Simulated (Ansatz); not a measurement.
The cluster Na₂Li₅⁻, relaxed as a singlet with RKS PBE/def2-TZVPD in Ansatz, starting from the GFN1-xTB geometry. Force threshold 0.02 eV/Å.

The restricted singlet is unstable towards broken spin symmetry in Hartree–Fock (as tested in another run); at PBE/def2-TZVPD this wasn't settled. The highest occupied level of the charge -1 singlet lies above zero (up to 0.32 eV). The electron is either unbound and held by the finite basis, or the level is raised by self-interaction error. Another isomer (singlet) lies 0.12 eV lower at PBE0/def2-TZVPD; other spin states weren't run for this one.

Start:

```xyz
7

Li    0.451    1.415    0.152
Li   -0.388   -1.394   -0.135
Li    2.013   -0.495   -0.463
Li   -1.707    0.601   -0.757
Li    1.001   -0.521    1.803
Na   -1.689    0.333    2.077
Na    0.320    0.060   -2.678
```

Problem. Estimate the energy that the relaxation releases and the steps that it takes.

Solution. 71.7 kJ/mol, in 6 steps; 16 s on 2 threads of Arm Neoverse V1 on a shared host. No frequencies were taken in this run, so the end may be a saddle point.

Problem. Does the start keep its bonding and symmetry?

Solution. Bonds lost: Li1–Li2 (atoms count from 1). Metal–metal contacts that move far: Li2–Li4 2.47 to 3.04 Å, Li1–Li4 2.48 to 3.03 Å.

Problem. Predict the relaxed structure.

Solution. 
Cartesian coordinates in Å:
```
Li 0.561 1.688 0.175
Li -0.461 -1.712 -0.131
Li 2.330 -0.646 -0.528
Li -2.092 0.729 -0.927
Li 1.204 -0.544 2.092
Na -1.831 0.338 2.127
Na 0.289 0.146 -2.808
```
Bond lengths (bridged metal pairs left out): 8 × Li–Na 3.09 to 3.37 Å; 7 × Li–Li 2.85 to 3.04 Å.
